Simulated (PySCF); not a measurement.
Molfile (atoms numbered from 1):
```
C6H13N3Si
     RDKit          3D

 23 23  0  0  0  0  0  0  0  0999 V2000
   -2.1036    0.8158   -0.7119 C   0  0  0  0  0  0  0  0  0  0  0  0
   -1.3452   -0.1891    0.1596 C   0  0  0  0  0  0  0  0  0  0  0  0
   -1.4115    0.2052    1.6309 C   0  0  0  0  0  0  0  0  0  0  0  0
   -1.8849   -1.6026   -0.0576 C   0  0  0  0  0  0  0  0  0  0  0  0
    0.0428   -0.1732   -0.2584 N   0  0  0  0  0  0  0  0  0  0  0  0
    0.4229   -0.6951   -1.4002 N   0  0  0  0  0  0  0  0  0  0  0  0
    1.7213   -0.4545   -1.4584 C   0  0  0  0  0  0  0  0  0  0  0  0
    2.1023    0.2412   -0.3005 C   0  0  0  0  0  0  0  0  0  0  0  0
    3.7659    0.8853    0.2561 Si  0  0  0  0  0  4  0  0  0  0  0  0
    0.9960    0.3964    0.4269 N   0  0  0  0  0  0  0  0  0  0  0  0
   -1.7121    1.8191   -0.5591 H   0  0  0  0  0  0  0  0  0  0  0  0
   -1.9926    0.5538   -1.7613 H   0  0  0  0  0  0  0  0  0  0  0  0
   -3.1598    0.8116   -0.4574 H   0  0  0  0  0  0  0  0  0  0  0  0
   -2.4468    0.2185    1.9605 H   0  0  0  0  0  0  0  0  0  0  0  0
   -0.8563   -0.5051    2.2381 H   0  0  0  0  0  0  0  0  0  0  0  0
   -0.9771    1.1896    1.7797 H   0  0  0  0  0  0  0  0  0  0  0  0
   -2.9371   -1.6446    0.2102 H   0  0  0  0  0  0  0  0  0  0  0  0
   -1.7699   -1.8879   -1.0999 H   0  0  0  0  0  0  0  0  0  0  0  0
   -1.3384   -2.3139    0.5577 H   0  0  0  0  0  0  0  0  0  0  0  0
    2.3165   -0.7722   -2.2896 H   0  0  0  0  0  0  0  0  0  0  0  0
    4.5404   -0.2106    0.8476 H   0  0  0  0  0  0  0  0  0  0  0  0
    3.5601    1.9538    1.2304 H   0  0  0  0  0  0  0  0  0  0  0  0
    4.4623    1.3856   -0.9336 H   0  0  0  0  0  0  0  0  0  0  0  0
  1  2  1  0
  2  3  1  0
  2  4  1  0
  2  5  1  0
  5  6  1  0
  6  7  2  0
  7  8  1  0
  8  9  1  0
  8 10  2  0
 10  5  1  0
  1 11  1  0
  1 12  1  0
  1 13  1  0
  3 14  1  0
  3 15  1  0
  3 16  1  0
  4 17  1  0
  4 18  1  0
  4 19  1  0
  7 20  1  0
  9 21  1  0
  9 22  1  0
  9 23  1  0
M  END
```

PySCF 2.14 calculation with geometry from GFN2-xTB and shielding tensors at PBE0/pcSseg-1 (GIAO); single conformer, non-relativistic Hamiltonian, rapidly exchanging positions averaged, isolated molecule.

Problem. Predict the 2D correlation tables (HSQC, COSY, HMBC).

Solution. 

HSQC (one-bond C–H):
```
                                        δH               δC
                                7.91 (H20)       147.1 (C7)
1.72 (H11/H12/H13/H14/H15/H16/H17/H18/H19)  31.5 (C1/C3/C4)
```

HMBC (two and three bonds, from the bond graph):
```
                                        δH                          δC
                                7.91 (H20)                  137.5 (C8)
                        4.55 (H21/H22/H23)      147.1 (C7), 137.5 (C8)
1.72 (H11/H12/H13/H14/H15/H16/H17/H18/H19)  59.9 (C2), 31.5 (C1/C3/C4)
```

No COSY cross peaks are expected.

Shifts are taken against calculated references (same method and geometry level): ¹H (σref 31.72) and ¹³C (σref 186.93) vs TMS.

Shifts are as computed. Against solution values, carbons near 30 ppm lie about +3 ppm off and those near 130 ppm about +5 ppm. Of 1211 compounds with measured shifts, 218 miss one by over three times the rms of a fit or turn the order of signals round; such compounds aren't used in these exercises.
